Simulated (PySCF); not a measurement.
## Electron correlation in Cl (chlorine, neutral)

[Ne] 3s2 3p5, 2P determinant. All numbers are calculated (PySCF 2.14, scalar relativity by spin-free X2C-1e, in cc-pVDZ-DK). Frozen: [Ne]; 7 electrons correlated.

MP2 pair energies summed by pair of shells (mhartree):

```tsv
pair	energy	share (%)
3p-3p	-72.13	65.6
3s-3p	-30.73	28.0
3s-3s	-7.01	6.4
```

Total MP2 correlation energy: -109.87 mhartree.

Same-spin part -27.67 and opposite-spin part -82.20 mhartree; SCS-MP2 scales them by 1/3 and 6/5 to -107.86 mhartree.

| level | correlation energy (mhartree) |
| --- | --- |
| CCSD | -126.61 |
| (T) | -1.15 |
| CCSD(T) | -127.76 |

Diagnostics: T1 = 0.0049, D1 = 0.0172, largest double amplitude 0.050.

Question: Is a single reference adequate?

Answer: Yes: T1 lies below 0.03 and no double amplitude reaches 0.07.
